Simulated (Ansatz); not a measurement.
Program: Ansatz. Geometries: PBE0-D4/def2-TZVP. ΔE: electronic, gas phase. CCSD(T)/CBS adds triple-zeta CCSD(T) − MP2 to the extrapolated MP2 energy (def2 sets, frozen cores). This one scheme is used for every species. Functionals use def2-TZVPP. For Ga outer-core shells are correlated without core-valence functions, which leaves a few kJ/mol of doubt a bond. Scalar relativity is left out up to krypton. One conformer a species, not always the lowest.

Consider the formal exchange of groups at a Ga–N bond: `B[NH][GaH2]` + `[SiH3]P` → `P[SiH2][GaH2]` + `BN`.

`B[NH][GaH2]`:

Z-matrix (Å, degrees):
```
B
N 1 1.399
H 1 1.201 2 118.9
H 1 1.201 2 120.4 3 180.0
Ga 2 1.854 1 125.2 3 -0.0
H 2 1.011 1 117.0 3 -180.0
H 5 1.556 2 116.3 1 0.1
H 5 1.563 2 116.3 1 -179.9
```

`[SiH3]P`:

Cartesian coordinates in Å:
```
Si -0.425 0.541 -0.445
P 1.102 -1.011 0.145
H -1.218 -0.003 -1.578
H 0.305 1.751 -0.904
H -1.351 0.923 0.653
H 0.143 -1.851 0.774
H 1.444 -0.350 1.355
```

`P[SiH2][GaH2]`:

Cartesian coordinates in Å:
```
P -0.261 -1.031 1.727
Si -0.773 0.146 -0.140
Ga 1.240 1.213 -0.939
H 0.539 -1.975 1.028
H -1.421 -1.850 1.691
H -1.824 1.126 0.248
H -1.345 -0.722 -1.212
H 2.496 0.324 -1.268
H 1.349 2.768 -1.135
```

`BN`:

```xyz
6

B     0.567    0.115   -0.363
N    -0.583   -0.118    0.373
H     0.470    0.332   -1.536
H     1.627    0.094    0.193
H    -0.575   -0.307    1.362
H    -1.505   -0.116   -0.028
```

```tsv
level	ΔE (eV)
B97M-V	0.20
PBE0-D4	0.11
r2SCAN	0.20
MP2/CBS(def2)	0.34
```

Task: What does CCSD(T)/CBS give? (An estimate is asked.)

Result: Ansatz gave: +0.27 eV. The listed levels differ from it by -0.07, -0.16, -0.07, 0.07 eV.

Largest T1 diagnostic among the species: 0.014.

From BLYP to BHLYP (50 % exact exchange), in def2-TZVPP and without D4, ΔE moves by +0.07 eV. Leaving LDA and LC-ωPBE aside and taking each functional with its dispersion term where it has one, the values, not all of them listed here, spread over 0.21 eV, from PBE-D4 to B2PLYP. LDA lies +0.03 eV from PBE without D4.
